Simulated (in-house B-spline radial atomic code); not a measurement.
**Binding energies in the argon ion Ar⁺**

NIST's tabulated ground configuration is [Ne] 3s2 3p5; each binding energy is the energy of the ion with one electron taken from that subshell, relaxed, less that of the parent. All numbers are computed (Dirac-Hartree-Fock, average of configuration; Fermi nucleus of rms radius 3.4274 fm) with a B-spline radial code for spherical atoms, not measured. Energies include first-order Breit, QED and recoil terms.

```csv
subshell,X-ray name,binding energy (eV),-ε (eV),relaxation (eV)
1s,K,3221.8,3255.8,30.7
2s,L1,342.4,351.7,9.1
3s,M1,45.61,46.83,1.21
3p,"M2,3",27.4,28.43,1.03
```

Relaxation = -ε minus the binding energy without Breit, QED and recoil terms.

Q: What does it cost to remove both a 1s and a 3p electron?

A: 3267.5 eV, which is 18.3 eV more than the two single binding energies together.

Q: What does it cost to remove two 1s electrons?

A: 6688.9 eV, which is 245.3 eV more than the two single binding energies together.
